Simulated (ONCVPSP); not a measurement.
# What the settings do to the ONCV potential of N (Z = 7)

Base potential:

N (Z = 7), optimised norm-conserving Vanderbilt (ONCV), made with ONCVPSP 4.0.1 (LDA (Perdew-Wang 92), scalar-relativistic). Core [He], reference 2s2 2p3. Waves: 2s: rc 0.90 bohr, ncon 3, nbas 6, qcut 6.9 1/bohr, 3 projectors, debl 1.7 Ha; 2p: rc 1.80 bohr, ncon 3, nbas 7, qcut 6.3 1/bohr, 2 projectors, debl 0.7 Ha; d scattering state at 0.14 Ha: rc 1.70 bohr, ncon 4, nbas 9, qcut 6.5 1/bohr, 2 projectors, debl 3.3 Ha. Local part: polynomial inside 0.75 bohr (lpopt 5, dvloc0 3 Ha). Core correction: Teter function, fcfact 2.25, rcfact 1.6.

All-electron outer shells of the reference configuration (LDA (PZ), scalar-relativistic, ld1.x):

| shell | level (eV) | outermost node (bohr) | outermost maximum (bohr) |
| --- | --- | --- | --- |
| 1s | -381.53 | – | 0.15 |
| 2s | -18.42 | 0.32 | 1.02 |
| 2p | -7.24 | – | 0.97 |

Cutoffs, loose and tight: the cutoffs (Ha) at which the residual kinetic energy of the hardest occupied pseudo-wave falls to 1 and 0.1 mHa per electron. They do not see the model core or the augmentation charge, which bear on the density cutoff. Test errors are all-electron minus pseudo excitation energies from the reference, over the configurations 2s2 2p2; 2s2 2p1; 2s2 2p0; 2s1 2p3. A dash means not determined; rows that change the core or the reference have their own tests.

A true bound ghost makes a file unfit for plane-wave use even where its test errors are small: the radial tests pick states by their node count and pass the ghost by.

```csv
change,outcome,"cutoff, loose","cutoff, tight",bound ghosts,GHOST(+) flags above zero,largest test error (meV)
base,generated,31 Ha,105 Ha,s,none,+1744
s: qcut 5.7; p: qcut 5.2; d: qcut 5.3,generated,86 Ha,125 Ha,s,none,+2411
s: qcut 6.5; p: qcut 5.9; d: qcut 6.1,generated,47 Ha,110 Ha,s,none,+1954
s: qcut 7.9; p: qcut 7.2; d: qcut 7.4,generated,28 Ha,61 Ha,s,s,+1358
s: qcut 10; p: qcut 9.1; d: qcut 9.4,generated,32 Ha,41 Ha,s,none,+814
```

Task: What comes out with this change to the base: s: qcut 9; p: qcut 8.2; d: qcut 8.5?

Result: outcome: generated; cutoff, loose: 30 Ha; cutoff, tight: 38 Ha; bound ghosts: s; GHOST(+) flags above zero: none; largest test error (meV): +1037.

Task: What comes out with this change to the base: s: qcut 4.9; p: qcut 4.5; d: qcut 4.6?

Result: outcome: generated; cutoff, loose: 97 Ha; cutoff, tight: 160 Ha; bound ghosts: s; GHOST(+) flags above zero: none; largest test error (meV): +2993.
